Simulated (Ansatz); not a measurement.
The cluster Nb₂B₂, relaxed as a singlet with RKS r2SCAN-D4/def2-TZVP in Ansatz, starting from the GFN1-xTB geometry. Force threshold 0.02 eV/Å.

In the def2 sets Nb takes a core potential; there is no spin–orbit coupling. The restricted singlet is unstable: a solution with broken spin symmetry lies lower. At r2SCAN-D4/def2-TZVP a triplet of charge 0 lies 0.49 eV below the restricted singlet, each at its own geometry. The structure comes from a short search, and lower isomers may exist.

Start:

```
atom   x (Å)   y (Å)   z (Å)
 Nb1   0.908   0.208  -1.365
 Nb2  -1.484   0.273  -0.674
  B3   1.000  -0.260   0.814
  B4  -0.424  -0.221   1.225
```

Q: Estimate the energy that the relaxation releases and the steps that it takes.

A: 1.06 eV, in 5 steps; 20 s on 2 threads of Arm Neoverse V2 on a shared host. No frequencies were taken in this run, so the end may be a saddle point.

Q: Does the start keep its bonding and symmetry?

A: By distances, no bond broke or formed. The bond that changes most is Nb1–Nb2, from 2.49 to 2.19 Å (atoms count from 1). Point group C2v at the start, C2v at the end, both within 0.05 Å.

Q: Predict the relaxed structure.

A: 
```tsv
atom	x (Å)	y (Å)	z (Å)
Nb1	0.779	0.201	-1.275
Nb2	-1.327	0.258	-0.667
B3	1.012	-0.249	0.758
B4	-0.464	-0.209	1.184
```
Bond lengths (bridged metal pairs left out): 4 × B–Nb 2.10 to 2.79 Å; 1 × Nb–Nb 2.19 Å; 1 × B–B 1.54 Å.
